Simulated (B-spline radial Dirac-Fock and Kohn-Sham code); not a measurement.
Method: Dirac-Fock ΔSCF + Breit + QED. Computed with a radial atomic solver. Free neutral atoms up to Cf, the lines Kα1, Kβ1, Lα1, Lβ1, Lβ2, Lγ1, Lℓ and Mα1 where both subshells are closed (so no Lα of most 3d metals and no Mα of most lanthanides); Na, Y were not searched.

Question: Fe Kα1 is computed at 6401.8 eV. Which of the searched lines of other elements lie within 78 eV and could overlap it in an energy-dispersive spectrum?

Answer: Eu Lβ1 at 6456.8 eV (+55); Tm Lℓ at 6335.9 eV (-66); Pm Lβ2 at 6333.3 eV (-68).
